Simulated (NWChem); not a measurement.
Species: K cation

All runs: NWChem. Pople sets run with spherical d functions. Medium grid unless said otherwise, to which SCAN and Minnesota functionals are sensitive. Total energies of different functionals are on different scales.

```csv
level,energy (Ha),highest occupied level (eV),orbital gap (eV)
B3LYP/6-31G*,-599.7240,-26.75,20.95
PBE/6-31G*,-599.4909,-25.13,19.25
TPSSh/6-31G*,-599.7281,-26.11,20.54
"LDA (Slater exchange, PW92)/6-31G*",-597.9680,-25.14,19.39
BP86/6-31G*,-599.7607,-25.21,19.46
KT2/6-31G*,-603.6441,-25.55,19.93
"LDA (Slater exchange, VWN5)/6-31G*",-597.9748,-25.15,19.40
B97-D/6-31G*,-599.7846,-25.47,19.67
M05-2X/6-31G*,-599.6976,-29.00,24.51
MN15-L/6-31G*,-599.6730,-25.88,20.31
```
